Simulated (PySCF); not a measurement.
## C4H7NO2: core ionisation energies

Compound: C4H7NO2.
Numbering: `[CH3:1][N:2]([CH3:3])[C:4](=[O:5])[CH:6]=[O:7]`

Computed, not measured: delta-SCF UKS SCAN, pcX-2 on the ionised atom, pcseg-1 elsewhere, spin-free X2C (PySCF). Binding energies are ΔSCF values: E(core-ionised, relaxed orbitals) − E(ground state) at a fixed geometry, referred to the vacuum level.

Q: List the computed XPS lines with their assignment.

A: 
```tsv
atom(s)	bonded to	level	binding energy (eV)	above the level's lowest (eV)	count
C1/C3	N and 3 H	C 1s	291.97	0.00	2
C4	O (double bond), N and C	C 1s	293.67	+1.70	1
N2	3 C	N 1s	406.18	0.00	1
O5	C (double bond)	O 1s	537.04	0.00	1
```

Lowest listed C 1s: C1/C3, bonded to N and 3 H. Highest, 1.70 eV above it: C4, bonded to O (double bond), N and C. Summing the Pauling electronegativity differences to the bonded atoms, each weighted by its formal bond order, gives -0.56 for the lowest site and +2.27 for the highest.

Q: Which photon wavelength matches the C 1s of C4 threshold?

A: λ = hc/E = 12398.42 eV Å / 293.67 eV = 42.219 Å.

Topologically equivalent atoms share the value of their first member; where this conformer doesn't relate them by symmetry, their own values could differ. The list is incomplete; no value stands for C 1s of C6 or O 1s of O7 (hole states with ⟨S²⟩ of 1 or more are left out). Geometry: PBE0-D3(BJ)/def2-SVP, one conformer, isolated molecule.

The values belong to the conformer `[CH3:1][N:2]([CH3:3])[C:4](=[O:5])[CH:6]=[O:7]`: C1–N2–C4–O5 0°, N2–C4–C6–O7 -2°.
